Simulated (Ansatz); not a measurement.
Input file for Ansatz (an electronic-structure program): U-PBE/def2-TZVPP on BrFH2Sn (SMILES [F][SnH2][Br]), a point of a bond scan (R = 1.700 Å). Elements past Kr take the def2 small-core potentials; no spin–orbit coupling.

Ansatz 0.2 input:
```yaml
crystal:
  periodic: [false, false, false]
  atoms:
    - {symbol: Sn, position_ang: [-0.82087301, -0.25418523, 0.04124020]}
    - {symbol: F, position_ang: [-1.53349458, 1.43640576, -0.55475012]}
    - {symbol: Br, position_ang: [1.64216243, 0.04607296, 0.07036013]}
    - {symbol: H, position_ang: [-1.24249200, -1.37719034, -1.16269239]}
    - {symbol: H, position_ang: [-1.38809149, -0.45375329, 1.63082898]}
basis:
  gaussian:
    orbitals: def2-TZVPP
hamiltonian:
  xc: {name: PBE}
magnetization: {spin_polarized: true, initial_magnetization: 0}
```

Program output:

```
WARN ansatz: RAYON_NUM_THREADS=1 ignored (pool sized by the plan → 1); use --threads N
Functional definition: PBE
integrals: 0.07 GiB planned
1038 factors; their error is unknown
mean field: 0.63 GiB planned
mean field evaluation 1: about -78614.0634 eV, gradient 3.1e1 eV
mean field evaluation 2: about -78580.5812 eV, gradient 1.1e2 eV
mean field evaluation 4: about -78616.9465 eV, gradient 6.1e0 eV
mean field evaluation 8: about -78617.0845 eV, gradient 1.7e-1 eV
mean field evaluation 16: about -78617.0564 eV, gradient 1.2e-4 eV
mean field -78617.05636931 eV, -2889.1235330176 hartree, gradient 4.3e-5 eV, S^2 0.000000; 0 other end points of the search recorded, 0 dependent functions left out
reference -78617.05641075 eV, -2889.1235345405 hartree; 34, 34 occupied and 123, 123 virtual orbitals, 1038 factors
Total energy: -78617.05641075 eV, -2889.1235345405 hartree
```

The run converged.

Cost: very roughly 5 core-seconds.
